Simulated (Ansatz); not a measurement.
`C[NH][Ga]([F])[Cl]` + HCl → `C[NH][Ga]([Cl])[Cl]` + H–F at 700 K and 1 bar (ligand exchange at a Ga–F bond).

Isolated molecules relaxed with PBE0-D4/def2-TZVP in Ansatz; ΔE leaves out vibrations. CBS: MP2 limit from def2 TZ/QZ plus the TZ coupled-cluster correction, frozen cores. This one scheme is used for every species. For Ga outer-core shells are correlated without core-valence functions, which leaves a few kJ/mol of doubt a bond. Scalar relativity is left out up to krypton. Each species was taken in one conformer, which may not be the lowest.

```tsv
species	CCSD(T)/CBS energy (Eh)	H − E (kJ/mol)	S (J/(mol·K))
`C[NH][Ga]([F])[Cl]`	-2578.78710	225.0	474.8
HCl	-460.38127	38.4	211.8
`C[NH][Ga]([Cl])[Cl]`	-2938.78787	224.3	485.8
H–F	-100.39570	45.2	198.5
```

H − E and S are ideal-gas, rigid-rotor, harmonic terms from PBE0-D4/def2-TZVP, for one conformer and one mirror image of each species. 1 Eh = 2625.50 kJ/mol, R = 8.31446 J/(mol·K).

By hand: ΔE, ΔH, ΔS and ΔG.

ΔE = (-2938.78787) + (-100.39570) − (-2578.78710) − (-460.38127) = -0.01520 Eh = -39.9 kJ/mol. Δ(H − E) = 224.3 + 45.2 − 225.0 − 38.4 = 6.1, so ΔH = -33.8 kJ/mol. ΔS = 485.8 + 198.5 − 474.8 − 211.8 = -2.3 J/(mol·K). ΔG = -33.8 − 700 × (-2.3)/1000 = -32.2 kJ/mol.

By hand: the equilibrium constant, and the temperature at which ΔG would vanish if ΔH and ΔS stayed fixed.

log₁₀ K = −ΔG/(RT ln 10) = 2.4. ΔG = 0 at ΔH/ΔS = 14696 K, far beyond where these terms or the molecules hold.

The number of gas molecules stays the same, so ΔS is small and ΔH decides. A doubt of 5 kJ/mol in ΔE shifts log₁₀ K by 0.4 here. Other conformers and mirror images would add mixing entropy, several J/(mol·K) or more a flexible species. These are equilibria of isolated gas molecules and say nothing of rates. Largest T1 diagnostic: 0.013 (customary marks: 0.02 for closed shells, 0.045 for open ones).
